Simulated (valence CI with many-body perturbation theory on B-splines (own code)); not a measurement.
Ir LXXI in brief

Calculated by valence CI with perturbative core correlation (CI+MBPT): five valence electrons over a frozen Dirac-Fock core [He], radial functions for each j: 9 s, 9 p, 8 d, 6 f, 3 g, 1 h, with the one-electron correlation potential Σ1, the two-electron term Σ2, the three-electron term Σ3, Breit, model QED; selected CI, second order for the rest (own B-spline code, finite nucleus).

No measured spectrum was set against this ion. As an estimate, large intervals hold to a few tenths of a per cent, small ones and those within an open d or f shell to about a per cent. Among the levels kept, up to 1200 cm⁻¹ of a level comes from second order outside the variational space, and about a tenth of that is noise between levels of different J, which matters for small intervals.

Levels are named by their leading jj configuration (3d3/2^4 stands for four electrons in 3d with j = 3/2), which in mixed levels can hold well under half, so a name can repeat and another be missing.

Rates and lifetimes use the calculated energies. Strong lines usually hold to 10 to 20 %, long lifetimes can be off by a factor of two.

**Question.** What is the ground level?

**Answer.** (2s^2 2p1/2^2 2p3/2) J=3/2, composition 49 % 2s2 2p3 2P° + 27 % 2s2 2p3 2D° + 24 % 2s2 2p3 4S°, g = 1.307.

**Question.** Where does the other parity begin?

**Answer.** At (2s 2p1/2^2 2p3/2^2) J=5/2, 150.05 Ry.

**Question.** Name the longest-lived excited levels whose lifetime is computed, and their main decay.

**Answer.** (2s^2 2p1/2 2p3/2^2) J=5/2 at 124.60 Ry lives 134 ps, mostly by M1 to (2s^2 2p1/2^2 2p3/2) J=3/2; (2s^2 2p1/2 2p3/2^2) J=1/2 at 128.76 Ry lives 42.1 ps, mostly by M1 to (2s^2 2p1/2^2 2p3/2) J=3/2; (2s^2 2p1/2 2p3/2^2) J=3/2 at 122.91 Ry lives 23.2 ps, mostly by M1 to (2s^2 2p1/2^2 2p3/2) J=3/2.

**Question.** What are the static dipole polarisabilities of the lowest levels?

**Answer.** (2s^2 2p1/2^2 2p3/2) J=3/2 5.36e-05 (tensor 1.0e-05) bohr³, of which the core gives 1.80e-07.

**Question.** What is the ionisation energy?

**Answer.** 18125 eV; NIST lists 18120 ± 60 eV (theoretical).
